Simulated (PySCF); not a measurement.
Job file and geometry (Å, from GFN2-xTB) of an NMR shielding run on `C#C[SiH2]/C(=C/SC)CC#N`, C$_{7}$H$_{9}$NSSi, PySCF, GIAO PBE0/pcSseg-1 NMR shielding, non-relativistic, gas phase; density fitting, a coarse starting grid and PySCF grid level 2 are the driver's defaults:

```
$ OMP_NUM_THREADS=1 python probes_run.py task.json out

{"job": {"kind": "nmr", "xc": "PBE0", "basis": "pcSseg-1"}, "charge": 0, "multiplicity": 1}
C     -2.535487     1.931102    -1.507449
C     -2.344493     0.881806    -0.952760
Si    -2.064507    -0.738424    -0.105601
C     -0.308258    -0.685311     0.585711
C      0.539153     0.294424     0.278478
S      2.198997     0.426914     0.838941
C      2.632360     2.030625     0.108865
C      0.127073    -1.834672     1.461007
C      0.336345    -3.000809     0.642858
N      0.484018    -3.907806    -0.037612
H     -2.699797     2.850902    -1.992272
H     -3.005791    -0.863981     1.017023
H     -2.214325    -1.835012    -1.065015
H      0.236025     1.112720    -0.355624
H      3.639503     2.263077     0.440532
H      2.605124     1.954469    -0.974746
H      1.939685     2.790163     0.460347
H      1.064209    -1.593694     1.973686
H     -0.639636    -2.067242     2.206498
```

Task: What does the program print?

Result: 
```
coarse grid: 17496 points
cycle   1  E = -1013.6276047536  dE =  1.231e+00  |g| = 5.590e-01  |ddm| = 4.235e+00
cycle   2  E = -1013.5012777970  dE =  1.263e-01  |g| = 9.507e-01  |ddm| = 1.367e+00
cycle   3  E = -1013.6975669801  dE = -1.963e-01  |g| = 2.126e-01  |ddm| = 8.257e-01
cycle   4  E = -1013.7072637032  dE = -9.697e-03  |g| = 5.082e-02  |ddm| = 1.873e-01
cycle   5  E = -1013.7077178842  dE = -4.542e-04  |g| = 2.701e-02  |ddm| = 6.743e-02
cycle   6  E = -1013.7079001007  dE = -1.822e-04  |g| = 6.570e-03  |ddm| = 3.045e-02
cycle   7  E = -1013.7079094804  dE = -9.380e-06  |g| = 3.251e-03  |ddm| = 7.357e-03
cycle   8  E = -1013.7079119814  dE = -2.501e-06  |g| = 7.274e-04  |ddm| = 2.622e-03
final grid: 161472 points
cycle   9  E = -1013.7711665746  dE = -3.635e-05  |g| = 8.860e-03  |ddm| = 3.943e-02
cycle  10  E = -1013.7711561367  dE =  1.044e-05  |g| = 1.088e-02  |ddm| = 1.872e-02
cycle  11  E = -1013.7711860660  dE = -2.993e-05  |g| = 1.576e-03  |ddm| = 1.164e-02
cycle  12  E = -1013.7711866409  dE = -5.749e-07  |g| = 5.658e-04  |ddm| = 1.808e-03
cycle  13  E = -1013.7711867168  dE = -7.589e-08  |g| = 1.656e-04  |ddm| = 5.367e-04
cycle  14  E = -1013.7711867230  dE = -6.186e-09  |g| = 5.363e-05  |ddm| = 1.630e-04
cycle  15  E = -1013.7711867235  dE = -5.505e-10  |g| = 2.424e-05  |ddm| = 6.065e-05
converged SCF energy = -1013.7711867235

GIAO shielding tensors (ppm)
atom      isotropic    diamagn.    paramagn.     s11        s22        s33       span
  0 C       80.295     261.400    -181.105     -6.518     -1.871    249.274    255.792
  1 C      101.991     260.777    -158.786      6.587     11.054    288.331    281.744
  2 Si     418.060     882.427    -464.367    386.607    416.749    450.823     64.216
  3 C       64.916     262.334    -197.418    -34.219     61.603    167.362    201.581
  4 C       29.504     261.841    -232.337    -69.537     40.026    118.023    187.560
  5 S      470.288    1058.560    -588.272    258.536    473.239    679.088    420.552
  6 C      165.933     251.604     -85.672    146.725    163.397    187.676     40.951
  7 C      166.115     248.237     -82.122    150.679    171.567    176.100     25.421
  8 C       65.753     260.485    -194.732    -50.388    -45.265    292.911    343.299
  9 N      -32.343     339.596    -371.939   -205.954   -186.930    295.854    501.808
 10 H       29.679      33.674      -3.995     24.213     25.048     39.777     15.564
 11 H       27.070      28.548      -1.478     23.279     25.899     32.031      8.751
 12 H       26.621      29.316      -2.694     22.741     25.922     31.201      8.461
 13 H       24.852      38.664     -13.812     20.209     22.414     31.933     11.724
 14 H       29.530      28.351       1.180     24.438     26.527     37.626     13.188
 15 H       28.999      31.284      -2.285     24.008     27.168     35.822     11.814
 16 H       29.194      31.066      -1.872     24.193     27.447     35.943     11.750
 17 H       28.343      29.435      -1.092     23.426     29.052     32.550      9.124
 18 H       28.924      27.645       1.280     25.137     27.045     34.591      9.454
```

Task: Turn these shieldings into chemical shifts. Referencing at the same level of theory: TMS for $^{13}$C (σ = 186.93 ppm) and $^{29}$Si (σ = 349.16 ppm) and $^{1}$H (σ = 31.72 ppm); $^{33}$S (σ = 503.73 ppm) vs CS2; $^{15}$N (σ = 267.73 ppm) against NH3.

Result: Averaging equivalent atoms: C 4: 157.4; C 3: 122.0; C 8: 121.2; C 0: 106.6; C 1: 84.9; C 6: 21.0; C 7: 20.8; Si 2: -68.9; S 5: 33; N 9: 300.1; H 13: 6.86; H 11/12: 4.87; H 17/18: 3.08; H 14/15/16: 2.48; H 10: 2.04 ppm. Experimental scales use liquid or dissolved standards, which lie at an offset from isolated NH3 (liquid NH3: subtract about 20 ppm). Unscaled 15N shifts of sp2 nitrogen come out 20 to 40 ppm too high even then.

Size and cost of the density-fitted run: 229 basis functions, 63 s wall time on 1 thread of an Arm Neoverse V2, shared host; peak memory 1 GiB.
